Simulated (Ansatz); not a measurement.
Ansatz results at the PBE0-D4/def2-TZVP geometry: LUMO energy (PBE0/def2-TZVPP) -1.99 eV; HOMO–LUMO gap (PBE0/def2-TZVPP) 5.29 eV; LUMO energy (PBE/def2-TZVPP) -2.78 eV.

Each molecule was computed in one conformer, which needn't be the lowest.

(1) Which molecule gave them?
A. `CBOCO`
B. `C#CC(C)OC`
C. `C=C(F)S[SiH3]`
D. `CC[SiH2][GaH2]`

Results:

(1) D. The others give `C=C(F)S[SiH3]`: -0.30, 6.74, -1.24; `CBOCO`: 0.13, 8.59, -0.89; `C#CC(C)OC`: 0.71, 8.44, -0.34.
